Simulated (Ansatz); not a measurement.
Basis-set extrapolation for CH3B2FO (`FB1CBO1`) (PBE0-D4/def2-TZVP geometry, frozen core, the Gaussian-basis code of Ansatz). Multiplicity 1, RHF reference.

```tsv
	def2-TZVPP	def2-QZVPP
HF	-263.531750	-263.543860
MP2 correlation	-0.830294	-0.896337
CCSD(T) correlation	-0.882809	not run
```

Energies in hartree. Use E(X) = E(∞) + A·exp(−7.88·√X) for Hartree–Fock and E(X) = E(∞) + B·X^(−2.97) for correlation, with X = 3 and 4, and add CCSD(T) minus MP2 of the smaller set to the MP2 limit.

What is the CCSD(T) energy at the basis-set limit?

HF limit: -263.543860 + (-0.012110) × 0.13774 = -263.54553. MP2 limit: -0.896337 + (-0.066043) × 0.74074 = -0.94526. Higher-order term: -0.882809 − (-0.830294) = -0.05251. Total: -264.54330 hartree, 3.50 eV below CCSD(T)/def2-TZVPP.
